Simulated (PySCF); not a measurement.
## C₆ coefficients of unlike pairs at PBE0

Calculated with PySCF 2.14 from the dipole response of each species, C₆(A,B) = (3/π) ∫ α_A(iu) α_B(iu) du, in atomic units, from isotropic polarisabilities. For ions this is the dispersion term alone; charge-induced terms of lower order in 1/R come first.

| species | configuration | basis | relativity | α (bohr³) | C₆ (like pair) |
| --- | --- | --- | --- | --- | --- |
| Pd³⁺ | [Kr] 4d7 (4F) | aug-cc-pwCVDZ-PP with ECP28MDF (6s6p5d3f) | core potential | 4.282 | 19.45 |
| Mg | [Ne] 3s2 (1S) | aug-cc-pVTZ-DK (6s5p3d2f) | spin-free X2C | 74.82 | 672.4 |
| Os²⁺ | [Xe] 4f14 5d6 (5D) | def2-QZVPPD with the def2 core potential (60 electrons) (7s5p4d4f2g) | core potential | 11.09 | 70.53 |
| Kr | [Kr] (1S) | dyall-av2z (16s12p8d) | none | 15.73 | 122.4 |

Question: Estimate C₆ for Mg with Pd³⁺.

Answer: The integral gives 69.74. The combination rule 2 C_A C_B / (C_A α_B/α_A + C_B α_A/α_B) gives 69.14 and the geometric mean 114.4.

No spin-orbit coupling is included.

The other pairs:

| pair | C₆ |
| --- | --- |
| Os²⁺, Pd³⁺ | 36.03 |
| Kr, Mg | 228.3 |
| Os²⁺, Mg | 162.9 |
| Kr, Os²⁺ | 91.85 |
| Kr, Pd³⁺ | 45.33 |
